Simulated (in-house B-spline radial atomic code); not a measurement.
# How G0W0 and RPA depend on the start: Sn2+

Configuration [Kr] 4d10 5s2. Computed with an all-electron radial atomic-structure program (B-spline basis): all electrons, scalar-relativistic (spin-free one-electron X2C), finite nucleus, each spin shell either full or empty, empty states to l = 9 with an (l + 1/2)⁻⁴ tail; G0W0 by contour deformation at full frequency.

```
            start  mean-field 5s (eV)  G0W0 (eV)  QP weight  RPA correlation (Eh)
     Hartree-Fock             -28.779     -30.59      0.967               -3.5085
         LDA VWN5             -26.514          ?          ?                     ?
              PBE             -26.075     -30.92      0.939               -3.8218
             PBE0             -26.984     -30.82      0.949               -3.7342
           r2SCAN             -26.243     -30.90      0.947               -3.7668
            HSE06             -26.656     -30.85      0.946                -3.743
  B3LYP (VWN-RPA)             -27.026     -30.89      0.947                -3.753
             SCAN             -26.439     -30.90      0.945               -3.7669
             TPSS             -25.925     -30.90      0.939               -3.8063
        BHandHLYP             -27.933     -30.77      0.956               -3.6546
        CAM-B3LYP             -28.544     -30.84      0.958               -3.7129
          LC-wPBE             -29.618     -30.75      0.964               -3.7095
            wB97X             -29.451     -30.77      0.963               -3.6932
           PBEsol             -26.143     -30.93      0.939               -3.8245
             BLYP             -26.134          ?          ?                     ?
          r2SCAN0             -27.170     -30.81      0.953               -3.6979
LDA exchange-only             -25.219     -31.02      0.937               -3.8274
```

(1) What G0W0 level, weight and RPA correlation energy follow from the LDA VWN5 start?

(2) What G0W0 level, weight and RPA correlation energy follow from the BLYP start?

(3) How much of the dependence on the start does G0W0 remove?

Results:

(1) G0W0 level -30.98 eV, weight 0.940, RPA correlation -3.8285 hartree.

(2) G0W0 level -30.96 eV, weight 0.938, RPA correlation -3.8237 hartree.

(3) The mean-field levels span 4.4 eV and the G0W0 levels 0.428 eV. Against 30.506 ± 0.003 eV (NIST, measured) the G0W0 removal energies are off by +0.08 to +0.51 eV, with spin-orbit coupling, Breit and QED terms left out.
